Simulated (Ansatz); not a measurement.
ClFH2HfO2 (`[OH][Hf]([OH])([F])[Cl]`), relaxed with RKS PBE0-D4/def2-TZVP in Ansatz 0.2.0 from a PBE-D4/def2-SVP geometry. The force threshold is 0.005 eV/Å; the program also tests the step.

Charge 0, multiplicity 1. Hf: def2 effective core potential.

Start:

```xyz
7

O     0.010    1.703    0.117
Hf    0.006   -0.136   -0.431
O    -0.238   -1.310    1.067
F    -1.455   -0.402   -1.657
Cl    2.067   -0.645   -1.510
H    -0.015    2.579    0.521
H    -0.375   -1.790    1.893
```

```json
{"step": "1", "energy (eV)": "-20673.4874", "largest force (eV/Å)": "0.662", "largest move (Å)": "0.000"}
{"step": "2", "energy (eV)": "-20673.5107", "largest force (eV/Å)": "0.242", "largest move (Å)": "0.033"}
{"step": "3", "energy (eV)": "-20673.5125", "largest force (eV/Å)": "0.012", "largest move (Å)": "0.011"}
{"step": "4", "energy (eV)": "-20673.5125", "largest force (eV/Å)": "0.003", "largest move (Å)": "0.002"}
```

End:

```xyz
7

O     0.008    1.691    0.118
Hf    0.006   -0.133   -0.424
O    -0.238   -1.300    1.061
F    -1.437   -0.399   -1.644
Cl    2.048   -0.642   -1.503
H    -0.015    2.555    0.517
H    -0.372   -1.772    1.875
```

Run time 11 s (4 threads of a server CPU on a shared host); peak host memory 0.47 GiB.
